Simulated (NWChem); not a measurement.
Molecule: chlorotrifluoromethane (CClF3); SMILES FC(F)(F)Cl

```xyz
5

F     -0.9873    -0.7468     0.8099
C      0.0000     0.0000     0.3562
F     -0.1531     1.2285     0.8099
F      1.1405    -0.4816     0.8099
Cl     0.0000     0.0000    -1.4034
```
Atoms are numbered in this order, from 1.

Results from NWChem. Geometry optimised at PBE0/def2-SVP; all other runs use it. 

```csv
quantity,level,value
"isotropic polarisability (bohr³), static",CAM-B3LYP/def2-SVPD,(withheld)
−ε(HOMO) (eV),CAM-B3LYP/def2-SVP,11.24
"vertical, lowest state with f > 0.02, singlet (eV)","CAM-B3LYP/def2-SVPD, TDA",9.84
solvation free energy (kcal/mol) in water,"PBE0/def2-SVP, SMD",2.8
dipole (D),PBE0/def2-SVP,(withheld)
highest harmonic frequency (cm⁻¹),PBE0/def2-SVP,(withheld)
```

### Question
What belongs in the gaps?

### Answer

- isotropic polarisability (bohr³), static, value: 30.9
- dipole (D), value: 0.24
- highest harmonic frequency (cm⁻¹), value: 1295
